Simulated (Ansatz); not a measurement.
`C[O][In]([SH])[O]C`, relaxed with RKS PBE0-D4/def2-TZVP in Ansatz 0.2.0 from a GFN2-xTB geometry. The force threshold is 0.005 eV/Å; the program also tests the step.

The species carries charge 0 and has multiplicity 1. In takes the def2 core potential.

Start:

```xyz
13

C     0.735    2.443    0.665
O     0.784    1.244    1.394
In    0.220   -0.527    0.645
S     0.591   -2.400    2.145
O    -0.616   -0.451   -1.198
C    -1.138   -1.558   -1.881
H    -0.158    2.515    0.037
H     0.710    3.256    1.398
H     1.622    2.560    0.034
H     1.105   -1.556    3.028
H    -2.006   -1.988   -1.371
H    -1.458   -1.192   -2.862
H    -0.391   -2.345   -2.035
```

```csv
step,energy (eV),largest force (eV/Å),largest move (Å)
1,-22284.6533,0.956,0.000
2,-22284.7154,0.472,0.132
3,-22284.7156,0.506,0.194
4,-22284.7410,0.130,0.099
5,-22284.7423,0.065,0.020
6,-22284.7441,0.034,0.064
7,-22284.7445,0.029,0.054
8,-22284.7445,0.018,0.009
9,-22284.7446,0.003,0.006
```

End:

```xyz
13

C     0.715    2.455    0.627
O     0.790    1.279    1.398
In    0.223   -0.463    0.675
S     0.467   -2.453    1.924
O    -0.578   -0.382   -1.130
C    -1.078   -1.523   -1.780
H    -0.188    2.513    0.007
H     0.709    3.313    1.308
H     1.582    2.560   -0.038
H     1.034   -1.795    2.950
H    -1.929   -1.973   -1.250
H    -1.429   -1.226   -2.774
H    -0.318   -2.304   -1.918
```

Run time 17 s (2 threads of an AMD EPYC 7R13 on a shared host and a share of an NVIDIA H100 80 GB); peak host memory 0.95 GiB.
